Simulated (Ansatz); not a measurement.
C$_{2}$H$_{7}$FSi$_{2}$, SMILES `FC1([SiH3])C[SiH2]1`, charge 0, multiplicity 1.

(1) Give a relaxed structure at PBE0-D4/def2-TZVP (Ansatz). (Estimate.)

## Answers

(1) Computed: 
```xyz
12

F     0.729   -0.207   -1.835
C     0.204   -0.062   -0.557
Si   -1.611    0.390   -0.569
C     1.143    0.666    0.410
Si    0.912   -1.123    0.820
H    -2.051    0.437    0.852
H    -1.835    1.724   -1.190
H    -2.392   -0.636   -1.302
H     2.105    0.907   -0.037
H     0.736    1.484    0.996
H     2.024   -2.031    0.481
H     0.036   -1.549    1.930
```
This is one stationary point; other conformers may exist.
